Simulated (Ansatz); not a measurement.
C2H7NSi can be A, `C[SiH2]C=N`, or B, `CN(C)[SiH]`.

Calculated with Ansatz (gas phase, PBE0-D4/def2-TZVP geometries, no zero-point term in ΔE). CBS: MP2 limit from def2 TZ/QZ plus the TZ coupled-cluster correction, frozen cores. DFT in def2-TZVPP. B3LYP here is the variant with VWN-RPA as its local correlation; programs differ in this. Each species was taken in one conformer, which may not be the lowest.

Question: Which isomer does CCSD(T)/CBS put lower? Give the gap. (Best estimate.)

Answer: Ansatz gave: A, by 32.8 kJ/mol.

Question: Give E(B) − E(A) in kJ/mol with CCSD/def2-TZVPP, HF/def2-TZVPP, PBE0-D4, CCSD(T)/def2-SVP, ωB97M-V, B3LYP-D4, LDA (SPW92). (Estimate.)

Answer: Ansatz gave: CCSD/def2-TZVPP 30.1, HF/def2-TZVPP 48.5, PBE0-D4 27.2, CCSD(T)/def2-SVP 11.8, ωB97M-V 27.5, B3LYP-D4 28.8, LDA (SPW92) 1.3. None reverses the order clearly.

Question: Does the order hold for the free energy at 298.15 K (harmonic terms from PBE0-D4)? (An estimate is asked.)

Answer: Ansatz gave: Yes: G(B) − G(A) = +51.1 kJ/mol, for one conformer each.

Largest T1 diagnostic: 0.015.

At CCSD(T), def2-SVP lies −21.0 kJ/mol from the extrapolated value and def2-TZVPP −2.6 kJ/mol. From r2SCAN to r2SCAN0 (25 % exact exchange), in def2-TZVPP and without D4, E(B) − E(A) moves by −4.1 kJ/mol.
